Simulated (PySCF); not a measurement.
Predicted microwave data (wB97X-D/def2-SVPD in PySCF (dipole) on a GFN2-xTB geometry, gas phase) for one isomer of C2H9FSSi2:

* Rotational constants: A = 2066, B = 1512, C = 1150 MHz
* Dipole components: |μa| = 0.47 D, |μb| = 1.06 D, |μc| = 0.72 D
* Inertial defect: -139.33 u·Å²
* κ: -0.21

Question: Which structure is it? (One computed conformer of each.)
A. `[F:1][CH2:2][C@H:3]([SiH3:4])[SiH2:5][SH:6]` with F1–C2–C3–Si4 67°, C2–C3–Si5–S6 -169°, C3–Si5–S6–H 180°
B. `[CH3:1][Si@@H:2]([F:3])[S:4][CH2:5][SiH3:6]` with C1–Si2–S4–C5 -153°, Si2–S4–C5–Si6 -81°
C. `[CH3:1][S:2][C:3]([F:4])([SiH3:5])[SiH3:6]` with C1–S2–C3–F4 -62°
D. `[CH3:1][S:2][SiH2:3][C@H:4]([F:5])[SiH3:6]` with C1–S2–Si3–C4 63°, S2–Si3–C4–F5 -67°

Answer: C. It is CSC(F)([SiH3])[SiH3], an asymmetric top, point group C1. The candidates at the same level (rigid rotor, commonest isotopes):

```json
{"SMILES": "FC[C@H]([SiH3])[SiH2]S", "A (MHz)": "2532", "B (MHz)": "1099", "C (MHz)": "846.2", "μa (D)": "0.39", "μb (D)": "0.44", "μc (D)": "1.21", "Δ (u·Å²)": "-62.39", "point group": "C1", "rotor": "asymmetric top"}
{"SMILES": "CS[SiH2][C@H](F)[SiH3]", "A (MHz)": "3809", "B (MHz)": "887.5", "C (MHz)": "765.0", "μa (D)": "1.06", "μb (D)": "0.03", "μc (D)": "0.11", "Δ (u·Å²)": "-41.43", "point group": "C1", "rotor": "near-prolate asymmetric top"}
{"SMILES": "CSC(F)([SiH3])[SiH3]", "A (MHz)": "2066", "B (MHz)": "1512", "C (MHz)": "1150", "μa (D)": "0.47", "μb (D)": "1.06", "μc (D)": "0.72", "Δ (u·Å²)": "-139.33", "point group": "C1", "rotor": "asymmetric top"}
{"SMILES": "C[Si@@H](F)SC[SiH3]", "A (MHz)": "3296", "B (MHz)": "982.5", "C (MHz)": "873.0", "μa (D)": "0.35", "μb (D)": "0.14", "μc (D)": "0.42", "Δ (u·Å²)": "-88.78", "point group": "C1", "rotor": "near-prolate asymmetric top"}
```

`FC[C@H]([SiH3])[SiH2]S` has B 27 % too low; `C[Si@@H](F)SC[SiH3]` has A 60 % too high; `CS[SiH2][C@H](F)[SiH3]` has A 84 % too high. No structure here is proved a minimum.
